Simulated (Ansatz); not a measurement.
Compare A (`C/N=C\[SiH2]S`) with its isomer B (`C=CN[SiH2]S`).

Program: Ansatz. Geometries: PBE0-D4/def2-TZVP. ΔE: electronic, gas phase. CCSD(T)/CBS adds triple-zeta CCSD(T) − MP2 to the extrapolated MP2 energy (def2 sets, frozen cores). DFT in def2-TZVPP. B3LYP here is the variant with VWN-RPA as its local correlation; programs differ in this. Each species was taken in one conformer, which may not be the lowest.

Which is lower in electronic energy at CCSD(T)/CBS, and by how much? (An estimate is asked.)

Computed: B, by 25.5 kcal/mol.

Give E(B) − E(A) in kcal/mol with HF/def2-TZVPP, r2SCAN-D4, ωB97M-V, CCSD/def2-TZVPP, PBE-D4, CCSD(T)/def2-TZVPP, B3LYP-D4. (An estimate is asked.)

Computed: HF/def2-TZVPP -27.7, r2SCAN-D4 -25.7, ωB97M-V -25.6, CCSD/def2-TZVPP -25.1, PBE-D4 -23.3, CCSD(T)/def2-TZVPP -24.4, B3LYP-D4 -25.3. None reverses the order clearly.

Largest T1 diagnostic: 0.012.

In def2-TZVPP, CCSD(T) changes the Hartree–Fock value by +3.3 kcal/mol (the triples alone add +0.7 kcal/mol) and MP2 by +1.5 kcal/mol. From PBE to PBE0 (25 % exact exchange), in def2-TZVPP and without D4, E(B) − E(A) moves by −1.7 kcal/mol.
